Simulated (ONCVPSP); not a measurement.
palladium: one change to an ONCV potential, before and after

- Element: Pd (Z = 46)
- Generator: ONCVPSP 4.0.1
- Type: optimised norm-conserving Vanderbilt (ONCV)
- Functional: PW91
- Relativity: scalar-relativistic
- Frozen core: [Ar] 3d10
- Valence charge: 18
- Reference configuration: 4s2 4p6 4d9.5 (charge +0.5)
- Partial waves: 4s: rc 0.90 bohr, ncon 4, nbas 8, qcut 5.8 1/bohr, 2 projectors, debl 0.5 Ha; 4p: rc 1.10 bohr, ncon 4, nbas 9, qcut 8.7 1/bohr, 3 projectors, debl 1.8 Ha; 4d: rc 1.70 bohr, ncon 4, nbas 8, qcut 9.3 1/bohr, 2 projectors, debl 2.5 Ha
- Local potential: polynomial inside 0.70 bohr (lpopt 5, dvloc0 3 Ha)
- Core correction: Teter function, fcfact 4.75, rcfact 1.4

In the s channel the program set the typed energies aside and used -3.334, 0.250 Ha. In the p channel the program set the typed energies aside and used -2.078, 0.250, 2.050 Ha.

All-electron outer shells of the reference configuration (PW91, scalar-relativistic, ld1.x):

| shell | level (eV) | outermost node (bohr) | outermost maximum (bohr) |
| --- | --- | --- | --- |
| 4s | -90.72 | 0.45 | 0.85 |
| 4p | -56.55 | 0.46 | 0.91 |
| 4d | -9.08 | 0.45 | 1.09 |

Change: core correction Teter function, fcfact 4.75, rcfact 1.2.

Cutoffs: the cutoffs (Ha) at which the residual kinetic energy of the hardest occupied pseudo-wave falls to 1 and 0.1 mHa per electron; they do not see the model core or the augmentation charge, which bear on the density cutoff. Errors are all-electron minus pseudo energies relative to the spin-unpolarised reference configuration.

Task: How do hardness, ghosts and transferability respond?

Result: The potential gets neither clearly harder nor softer (201 Ha and 230 Ha → 201 Ha and 230 Ha); both files keep a bound ghost (s); the errors of the 4 common tests hardly move. A model core, the more so a compact one, raises the density cutoff, which this test does not measure.

```tsv
quantity	base	changed
cutoff, loose	201 Ha	201 Ha
cutoff, tight	230 Ha	230 Ha
bound ghosts	s	s
GHOST(+) flags under 300 eV	none	none
error for 4s2 4p6 4d10, meV [ΔE -3.27 eV]	-0.3	-0.2
error for 4s2 4p6 4d9, meV [ΔE 5.92 eV]	-0.1	-0.1
error for 4s2 4p6 4d8, meV [ΔE 26.81 eV]	-0.8	-0.9
error for 4s1 4p6 4d10, meV [ΔE 88.38 eV]	-74	-71
s: phases at 0.92 bohr within 0.05 rad from the reference energy up to (Ha; the scan ends near 5)	to the end of the scan	to the end of the scan
p: phases at 1.12 bohr within 0.05 rad from the reference energy up to (Ha; the scan ends near 5)	to the end of the scan	to the end of the scan
d: phases at 1.73 bohr within 0.05 rad from the reference energy up to (Ha; the scan ends near 5)	to the end of the scan	to the end of the scan
rms error of d²Exc/dni dnj with the model core, mHa	1.12	0.69
```

 A true bound ghost makes a file unfit for plane-wave use even where its test errors are small: the radial tests pick states by their node count and pass the ghost by.
